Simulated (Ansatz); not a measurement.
Consider the redistribution: `[F][InH][SiH3]` + `[Cl][Ga]([Cl])[I]` → `[F][InH][I]` + `[SiH3][Ga]([Cl])[Cl]`.

Computed with Ansatz on PBE0-D4/def2-TZVP structures; ΔE is electronic, products minus reactants. CCSD(T)/CBS is the MP2 limit (def2-TZVPP, def2-QZVPP) plus CCSD(T) − MP2 in def2-TZVPP, frozen cores. Functionals use def2-TZVPP. Elements past krypton have def2 core potentials. For Ga, I, In outer-core shells are correlated without core-valence functions, which leaves a few kJ/mol of doubt a bond. Scalar relativity is left out up to krypton.

```tsv
level	ΔE (kJ/mol)	difference from CCSD(T)/CBS
LDA (SPW92)	-16.4	4.8
PBE-D4	-17.4	3.8
r2SCANh-D4	-18.3	2.9
CAM-B3LYP-D4	-18.7	2.5
ωB97X-V	-18.3	2.9
PBE	-18.3	2.9
revPBE	-18.6	2.6
BLYP	-20.5	0.7
r2SCAN0	-17.9	3.3
BHLYP	-20.3	0.9
LC-ωPBE	-18.3	2.9
CCSD/def2-SVP	-15.9	5.3
CCSD(T)/def2-SVP	-15.3	5.9
CCSD(T)/def2-TZVPP	-14.1	7.1
SCS-MP2/def2-QZVPP	-17.0	4.2
HF/CBS(def2)	-24.1	-2.9
CCSD(T)/CBS	-21.2	0
```

Largest T1 diagnostic among the species: 0.016.

Leaving LDA and LC-ωPBE aside and taking each functional with its dispersion term where it has one, the values, not all of them listed here, spread over 3.3 kJ/mol, from B97M-V to PBE-QIDH. At CCSD(T), def2-SVP lies +5.9 kJ/mol from the extrapolated value and def2-TZVPP +7.1 kJ/mol. In def2-TZVPP, CCSD(T) changes the Hartree–Fock value by +8.8 kJ/mol (the triples alone add +0.4 kJ/mol) and MP2 by +11.3 kJ/mol.
